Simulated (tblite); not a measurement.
Compound: C₇H₈N (charge -1).
Z-matrix (Å and degrees, GFN2-xTB geometry), rows numbered from 1:
```
C 
C   1  1.3406
C   2  1.4236  1  127.17
C   3  1.4035  2  126.04  1   179.88
N   4  1.3337  3  112.78  2  -179.92
C   5  1.3649  4  105.31  3     0.01
C   6  1.4994  5  120.87  4   179.95
C   6  1.3762  5  111.67  4    -0.00
H   1  1.0779  2  121.64  3     0.07
H   1  1.0815  2  122.27  3  -179.94
H   2  1.0908  1  117.93  3   179.95
H   4  1.0835  3  126.83  2     0.05
H   7  1.0913  6  110.01  5  -179.96
H   7  1.0936  6  111.12  5    59.78
H   7  1.0936  6  111.07  5   -59.76
H   8  1.0801  3  127.16  2    -0.09
```

The geometry is computed with GFN2-xTB (gas phase).

Masses are those of the commonest isotopes; rigid-rotor values at the optimised geometry. The values belong to one conformer with, in the numbering `[CH2:1]=[CH:2][c:3]1[cH:4][n-:5][c:6]([CH3:7])[cH:8]1`, C1–C2–C3–C4 180°.

(1) Give the principal moments of inertia and the rotational constants in GHz.

(2) What kind of rotor is it?

(3) Is it planar, by Δ = Ic − Ia − Ib?

(4) Give the other two planar moments, Paa and Pbb, and the rms extents of the mass along the axes.

(5) Where do the levels up to J = 5 lie, in cm⁻¹?

(6) Estimate the classical rotational partition function at 10 K, 200 K and 298.15 K.

Answers

(1) Ia = 92.39, Ib = 372.29, Ic = 461.55 u·Å²; 505379 MHz·u·Å²/I gives 5470, 1357 and 1095 MHz, that is A = 5.4701, B = 1.3575, C = 1.0950 GHz.

(2) An asymmetric top: κ = (2 × 1357 − 5470 − 1095)/(5470 − 1095) = -0.88.

(3) Not planar: Δ = Ic − Ia − Ib = -3.13 u·Å². For a rigid frame Δ = −2 Σ m c², so Σ m c² = 1.57 u·Å² lies off the ab plane, practically all of it from hydrogen. The atom farthest from that plane is 0.88 Å away.

(4) Paa = Σ m a² = (Ib + Ic − Ia)/2 = 370.72 and Pbb = Σ m b² = (Ia + Ic − Ib)/2 = 90.82 u·Å². With the mass M = 106.07 u, the rms extents √(P/M) along a, b and c are 1.87, 0.93, 0.12 Å.

(5) Above 0(0,0):
J = 1: 1(0,1) 0.0818, 1(1,1) 0.2190, 1(1,0) 0.2277
J = 2: 2(0,2) 0.2450, 2(1,2) 0.3738, 2(1,1) 0.4001, 2(2,1) 0.8117, 2(2,0) 0.8121
J = 3: 3(0,3) 0.4888, 3(1,3) 0.6059, 3(1,2) 0.6584, 3(2,2) 1.0571, 3(2,1) 1.0591, 3(3,1) 1.7651, 3(3,0) 1.7651
J = 4: 4(0,4) 0.8120, 4(1,4) 0.9148, 4(1,3) 1.0023, 4(2,3) 1.3840, 4(2,2) 1.3900, 4(3,2) 2.0931, 4(3,1) 2.0932, 4(4,1) 3.0833, 4(4,0) 3.0833
J = 5: 5(0,5) 1.2132, 5(1,5) 1.3003, 5(1,4) 1.4313, 5(2,4) 1.7921, 5(2,3) 1.8060, 5(3,3) 2.5034, 5(3,2) 2.5037, 5(4,2) 3.4932, 5(4,1) 3.4932, 5(5,1) 4.7664, 5(5,0) 4.7664

(6) Point group Cs, symmetry number σ = 1; q = (√π/σ)·√((kT/h)³/(ABC)), k/h = 20836.6 MHz/K: 1870 at 10 K, 167000 at 200 K, 304000 at 298.15 K.

Its GFN2-xTB frequencies are all real (lowest 54 cm⁻¹). These are rigid-rotor constants of the computed structure; measured ground-state constants (B0) also hold zero-point vibration.

On an Arm Neoverse N1 with one thread, shared host with 64 logical CPUs at a one-minute load of 59, this took 0.19 s. That covers the optimisation of the geometry.
